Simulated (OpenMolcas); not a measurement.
Ar5+: the spin-orbit constant, worked from levels

```
Program             : OpenMolcas
Basis               : ANO-RCC-VTZP [5s4p2d1f]
Scalar Hamiltonian  : DKH2, point nucleus
Active space        : 3 electrons in 9 orbitals (RAS2 3s 3p; RAS3 3d, at most 2 electrons)
State averaging     : 2S+1 = 4 odd, 1 root; 2S+1 = 2 odd, 11 roots; 2S+1 = 4 even, 3 roots; 2S+1 = 2 even, 9 roots
Spin-orbit coupling : state interaction with AMFI integrals over the reference wave functions, term energies averaged over their components
```

Methods: RASSCF; MS-RASPT2, IPEA 0.25 Eh, imaginary shift 0.1 Eh (closed shells correlated: 2s 2p). Measured levels: Saloman, J. Phys. Chem. Ref. Data 39, 033101 (2010).

**The spin-orbit constant.** For the Hund term ²P° of p1, E(J) = (A/2) J(J+1) + constant and ζ = 2S·A = A. From J = 1/2 to J = 3/2 the energy changes by 1.5 A.

```json
{"Source": "RASSCF", "E(3/2) - E(1/2)": "2007.8", "A": "1338.5", "ζ": "1339"}
{"Source": "MS-RASPT2", "E(3/2) - E(1/2)": "2011.2", "A": "1340.8", "ζ": "1341"}
{"Source": "measured", "E(3/2) - E(1/2)": "2207.9", "A": "1471.9", "ζ": "1472"}
```

All in cm-1. MS-RASPT2 is off by -8.9 % and RASSCF by -9.1 %. Both methods take the spin-orbit matrix elements from the reference wave functions, so the second can move ζ only through the term energies and any multistate remixing.

Active for correlation alone: 3d; no level in the range computed is led by a configuration that fills it, so any true level of that kind is missing. Computed and measured levels are paired by configuration, term and J; levels that our copy of the source lacks, or whose pairing is in doubt (as where it misses far off the trend of its configuration), stay unpaired and out of the deviations. Levels of configurations outside the active space are missing.

° marks odd parity.
